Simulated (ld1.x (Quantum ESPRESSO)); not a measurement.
**Transferability test, TM potential for Bi (Z = 83)**

bismuth (Bi), norm-conserving Troullier–Martins (Kleinman–Bylander form), made with ld1.x (Quantum ESPRESSO) 7.5 (PBE, scalar-relativistic). Core [Kr] 4d10 4f14 5s2, reference 5p6 5d10 6s2 6p1 (charge +2). Waves: 6s (bound): rc 1.45 bohr; 5d (bound): rc 1.85 bohr; 5f channel at 0.25 Ry: rc 2.05 bohr; 5p (bound): rc 1.60 bohr. Local part: the p channel. Core correction: Bessel-smoothed model core inside 1.72 bohr.

Occupied shells without a wave of their own: 6p. They enter only through the test configuration that unscreens the potential, and ld1.x also counts them in the model core charge.

Energies are relative to the spin-unpolarised reference configuration 5p6 5d10 6s2 6p1; without spin polarisation the order of configurations can differ from experiment.

ld1.x takes every shell without a wave as core, so the model core holds the 6p electrons as well and exchange and correlation see them twice. This cancels in the reference configuration, but the file is broken for other ones, and its errors say nothing about a proper core correction.

```
valence configuration  charge  ΔE all-electron (eV)  error AE − PS (meV)
     5p6 5d10 6s2 6p3       0               -23.160                +1661
     5p6 5d10 6s2 6p2      +1               -15.247                +1120
     5p6 5d10 6s2 6p0      +3                23.343                -1800
     5p6 5d10 6s1 6p3      +1                -4.428                +2423
     5p6 5d10 6s0 6p5       0                -2.658                +4137
   5p6 5d10 6s2 6p2.5    +0.5               -20.063                +1457
     5p6 5d10 6s1 6p0      +4                68.748                -2353
```

Levels in the configuration 5p6 5d10 6s2 6p3:

| level | all-electron (eV) | pseudo (eV) |
| --- | --- | --- |
| 5p | -95.858 | -94.570 |
| 5d | -27.082 | -25.953 |
| 6s | -14.477 | -13.656 |
| 6p | -4.571 | -4.853 |

Note: ghost state, extra bound levels that the all-electron valence spectrum of the same l lacks: s at -80.4 eV. A true bound ghost makes a file unfit for plane-wave use. The potential misses its own reference levels by up to 1.4 eV, so it is not fit for use.
